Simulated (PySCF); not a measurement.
# Potential energy of GaCl along the bond

Set-up: Ga cc-pVDZ-PP with ECP10, Cl cc-pV(D+d)Z; scalar-relativistic core potentials (PySCF 2.14). Energies in eV from Ga + Cl in their ground configurations at the same level. State: ¹Σ⁺ (singlet), closed shell.

All columns are PW91. A positive dipole means Ga(−)Cl(+).

```
R (Å)  E (eV)  μ (D)  Mulliken charge on Ga (basis-dependent)  HOMO (eV)  LUMO (eV)  Mayer bond order  ⟨S²⟩
1.934  -4.006  -0.37                                     0.10      -6.00      -1.91              1.37  0.00
2.024  -4.488  -0.97                                     0.16      -6.20      -2.05              1.31  0.00
2.114  -4.759  -1.58                                     0.22      -6.37      -2.19              1.25  0.00
2.182  -4.861  -2.03                                     0.25      -6.48      -2.29              1.21  0.00
2.249  -4.899  -2.48                                     0.29      -6.56      -2.39              1.17  0.00
2.317  -4.886  -2.92                                     0.32      -6.61      -2.49              1.13  0.00
2.406  -4.813  -3.48                                     0.36      -6.64      -2.62              1.09  0.00
2.519  -4.657  -4.16                                     0.39      -6.49      -2.78              1.04  0.00
2.654  -4.414  -4.93                                     0.43      -6.17      -2.96              0.99  0.00
2.834  -4.047  -5.88                                     0.46      -5.81      -3.19              0.94  0.00
```

A fit through these points gives, at Re = 2.264 Å, μ = -2.58 D and dμ/dR = -6.51 D/Å; the reduced mass is 23.2 u.

Q: How strong is the fundamental in the double-harmonic approximation, I = 42.26·(dμ/dR)²/μred km/mol?

A: I = 42.26·(-6.51)²/23.2 = 77.2 km/mol at PW91.
